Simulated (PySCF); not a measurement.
**SnC: energy against distance**

Set-up: PySCF, spin-free X2C with a Gaussian nucleus, basis sets Sn x2c-SVPall, C x2c-SVPall. Energies in eV from Sn + C in their ground configurations at the same level. State: ³Π (triplet), unpaired electrons σ ↑, π ↑.

```json
{"R (Å)": "1.742", "TPSS": "-2.271"}
{"R (Å)": "1.823", "TPSS": "-2.907"}
{"R (Å)": "1.903", "TPSS": "-3.253"}
{"R (Å)": "1.964", "TPSS": "-3.373"}
{"R (Å)": "2.025", "TPSS": "-3.405"}
{"R (Å)": "2.086", "TPSS": "-3.372"}
{"R (Å)": "2.167", "TPSS": "-3.258"}
{"R (Å)": "2.268", "TPSS": "-3.054"}
{"R (Å)": "2.389", "TPSS": "-2.766"}
{"R (Å)": "2.551", "TPSS": "-2.366"}
```

**Question.** Put a parabola through the three lowest points of the TPSS curve and estimate Re, k and ωe (reduced mass 10.91 u; 1 eV/Å² = 0.16022 mdyn/Å; ωe = 1302.8·√(k/μ) cm⁻¹).

**Answer.** Through R = 1.964, 2.025, 2.086 Å the second-order coefficient is 8.73 eV/Å², so Re ≈ 2.025 Å, k ≈ 2.80 mdyn/Å and ωe ≈ 660 cm⁻¹. A polynomial fit of higher order to the unrounded TPSS energies gives Re = 2.021 Å, k = 2.87 mdyn/Å, ωe = 668 cm⁻¹; anharmonicity and rounding make the difference.

The higher-order fit for each curve: TPSS: Re = 2.021 Å, ωe = 668 cm⁻¹, De = 3.40 eV.

⟨S²⟩ of the unrestricted solution departs from its pure value on part of the curve, where spin states mix. These are scalar-relativistic numbers at best; spin–orbit coupling would shift them, the dissociation energy most. The state is the lowest determinant that a PBE0 search found; another state may lie lower at other levels.
